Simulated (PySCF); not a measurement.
# Orbital energies and ionisation energy

C₆H₁₄AlB.
Cartesian coordinates in Å at the PBE0-D3(BJ)/def2-SVP level; atoms count from 1:
```
atom  x, y, z in Å
C1    -2.1123    0.3149    1.6309
B2    -1.2970    0.0088    0.3174
C3    -1.9935   -0.7603   -0.8727
C4     0.2002    0.4591    0.2021
C5     0.8223    0.7347   -1.1766
C6     2.3621    0.7704   -1.1176
Al7    2.6985   -0.6143    0.2314
C8     0.8428   -0.8123    0.8635
H9    -2.6714   -0.5610    1.9995
H10   -1.5196    0.7374    2.4563
H11   -2.8840    1.0627    1.3647
H12   -2.8853   -1.3360   -0.5824
H13   -1.3152   -1.4183   -1.4383
H14   -2.3272    0.0101   -1.5945
H15    0.4167    1.3160    0.8666
H16    0.4050    1.6719   -1.5849
H17    0.5065   -0.0597   -1.8765
H18    2.7116    1.7466   -0.7282
H19    2.8360    0.6562   -2.1054
H20    4.0344   -1.3307    0.7233
H21    0.3981   -1.7474    0.4660
H22    0.7010   -0.8467    1.9553
```

Level: PBE0/def2-SVPD (PySCF). Frontier orbitals with their largest atomic shares (Löwdin; up to four atoms above 4 %):

```csv
orbital,ε (eV),main atoms
HOMO−3,-8.66,"C8 15 %, Al7 11 %, H20 10 %, B2 10 %"
HOMO−2,-8.29,"C3 20 %, B2 19 %, C1 17 %, C4 10 %"
HOMO−1,-7.45,"C6 30 %, Al7 18 %, H20 13 %, C5 10 %"
HOMO,-6.83,?
LUMO,-1.05,"Al7 58 %, H20 12 %, C8 10 %, C6 10 %"
LUMO+1,-0.04,"Al7 26 %, B2 24 %, C8 7 %, C1 7 %"
LUMO+2,0.23,"Al7 26 %, B2 22 %, C1 5 %, C3 5 %"
```

What vertical ionisation energy does ΔSCF give, and how far is −ε(HOMO) from it?

ΔSCF: 8.55 eV (825 kJ/mol; threshold wavelength 145 nm); ⟨S²⟩ of the doublet left behind is 0.756, against 0.75 for a pure doublet. −ε(HOMO) is 6.83 eV, 1.72 eV below it. For the exact functional −ε(HOMO) would equal the first vertical ionisation energy; PBE0 (global hybrid, 25 % exact exchange) falls short of its own ΔSCF value by 20 %. Holes in the HOMO−1 and HOMO−2 were tried too where these lie within 1.2 eV of the HOMO; the lowest converged state counts.

On which atoms does the HOMO lie?

C8 (ring CH2 carbon) 27 %, C4 (sp3 carbon bound to boron) 16 %, Al7 (aluminium bonded to 2 C and H) 14 %, C6 (ring CH2 carbon) 11 %, so no atom holds as much as 40 %. The HOMO−1 lies 0.62 eV lower.

With α = 113.7 au, estimate the like-pair dispersion coefficient by London's formula C6 = (3/4)α²I.

I = 0.3142 Eh, so C6 ≈ 3050 au, a rough estimate.

What kinetic energy would electrons from this vertical process carry with He I light (21.218 eV)?

21.22 − 8.55 = 12.67 eV.

One conformer (not necessarily the lowest) at the PBE0-D3(BJ)/def2-SVP geometry, without solvent, vibrations or thermal averaging.
